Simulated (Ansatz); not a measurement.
Mulliken charges of Cl$_{2}$OSW (`[O]=[W](=[S])([Cl])[Cl]`) from ωB97M-V/def2-TZVPP in Ansatz (PBE0-D4/def2-TZVP geometry).

| atom | x (Å) | y (Å) | z (Å) | charge (e) |
| --- | --- | --- | --- | --- |
| O1 | -0.470 | -0.421 | 1.642 | -0.325 |
| W2 | -0.014 | -0.031 | 0.065 | 0.790 |
| S3 | 1.734 | -1.141 | -0.386 | -0.135 |
| Cl4 | -1.661 | -0.644 | -1.335 | -0.165 |
| Cl5 | 0.461 | 2.164 | -0.027 | -0.165 |

By hand: the dipole of these point charges (1 e Å = 4.8032 D).

Σ q r = (0.106, 0.016, -0.205) e Å, of length 0.231 e Å = 1.11 D.

How does the dipole of the full density compare? (Best estimate.)

Ansatz gave: (-0.069, 0.162, -0.237) e Å, 1.42 D; the point charges give 0.78 times that, at 50° from its direction.

Point charges leave out the atoms' own dipoles, such as those of lone pairs, and Mulliken's split depends on the basis, so the two needn't agree.
